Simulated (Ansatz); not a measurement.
Cost and result for the atomization energy of CH5ClGeOS (`C[O][GeH]([SH])[Cl]`) (10 atoms, 9 bonds).

Z-matrix (Å, degrees):
```
C
O 1 1.413
H 1 1.096 2 111.7
H 1 1.091 2 107.5 3 119.0
H 1 1.095 2 111.5 3 -122.1
Ge 2 1.758 1 120.3 3 56.3
Cl 6 2.154 2 108.0 1 63.4
S 6 2.211 2 112.1 1 -54.5
H 6 1.525 2 105.8 1 -178.0
H 8 1.343 6 92.8 2 97.9
```

Charge 0, multiplicity 1. Correlated methods include outer-core shells of Ge, which these sets cover unevenly. Scalar relativity is left out up to krypton. Geometry: relaxed with PBE0-D4/def2-TZVP. It is one conformer, not always the lowest. Program: Ansatz. Hardware: A = 2 threads of an AMD EPYC 7R13 on a shared host; B = 2 threads of an AMD EPYC 7R13 on a shared host and a share of an NVIDIA H100 80 GB. Times are those of one run each, without the atoms' runs, and a repeat can differ threefold. Electronic energies, without spin–orbit coupling; frozen cores. CCSD(T)/CBS adds CCSD(T) − MP2 in def2-TZVPP to the MP2 limit, and its time is that of the two runs behind it. T1 = 0.011. With those shells the extrapolation isn't a true limit. B3LYP takes the VWN-RPA correlation (the form of Gaussian; ORCA's B3LYP/G).

CCSD(T)/CBS is a level of theory with its own doubt, some kJ/mol a heavy atom from the limit and from the frozen cores, so smaller differences don't rank the functionals.

```
                                 level  functions  wall time  atomization (kJ/mol)  difference from CCSD(T)/CBS  per bond
                    MP2/def2-QZVPP [B]        493      3.7 s                3366.5                         22.7       2.5
   PBE-D4/def2-TZVPP (with forces) [A]        264      4.1 s                3386.4                         42.6       4.7
                PBE0-D4/def2-TZVPP [A]        264      6.5 s                3324.8                        -19.0      -2.1
                CCSD(T)/def2-TZVPP [B]        264      6.5 s                3257.1                        -86.7      -9.6
r2SCAN-D4/def2-TZVPP (with forces) [A]        264      7.5 s                3350.8                          7.0       0.8
 B3LYP-D4/def2-TZVPP (with forces) [A]        264      9.5 s                3307.2                        -36.6      -4.1
                     CCSD(T)/CBS(def2)          –       10 s                3343.8                          0.0       0.0
                 B2PLYP/def2-TZVPP [A]        264       11 s                3279.2                        -64.6      -7.2
                ωB97X-V/def2-TZVPP [A]        264       14 s                3354.5                         10.7       1.2
  ωB97M-V/def2-TZVPP (with forces) [A]        264       20 s                3339.2                         -4.6      -0.5
```

From PBE to PBE0 (25 % exact exchange), in def2-TZVPP and without D4, the atomization energy moves by −57.8 kJ/mol: exact exchange takes away binding that semilocal exchange gives to molecules. In def2-TZVPP, CCSD(T) changes the Hartree–Fock value by +900.1 kJ/mol (the triples alone add +59.5 kJ/mol) and MP2 by +959.0 kJ/mol; breaking electron pairs costs correlation energy, which Hartree–Fock lacks. The D4 term adds +43.3 kJ/mol with B3LYP and +23.0 kJ/mol with PBE0; it sums over pairs of atoms, weighted by their polarisabilities, and B3LYP, whose exchange is more repulsive, gets the larger term.
